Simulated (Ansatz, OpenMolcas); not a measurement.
**How basis sets differ on CuSH (SMILES [SH][Cu])**

The species is CuSH (3 atoms), meant as a singlet with charge 0. SMILES: `[SH][Cu]`. Geometry: relaxed at PBE0-D4/def2-TZVP.

| atom | x (Å) | y (Å) | z (Å) |
| --- | --- | --- | --- |
| S | -0.5119 | 0.5705 | -0.2303 |
| Cu | 1.3095 | 0.0765 | 0.7296 |
| H | -0.8084 | -0.7118 | -0.5126 |

Quantity: the dipole moment, in D. The values are calculated.

```tsv
level	kind	program	value (D)
HF/STO-3G	Hartree–Fock	Ansatz	2.25
HF/3-21G	Hartree–Fock	OpenMolcas	6.10
HF/def2-SVP	Hartree–Fock	OpenMolcas	5.90
HF/pcseg-1	Hartree–Fock	OpenMolcas	6.17
```

The values span 2.25 to 6.17 D. Sets without polarisation functions give poor dipoles.
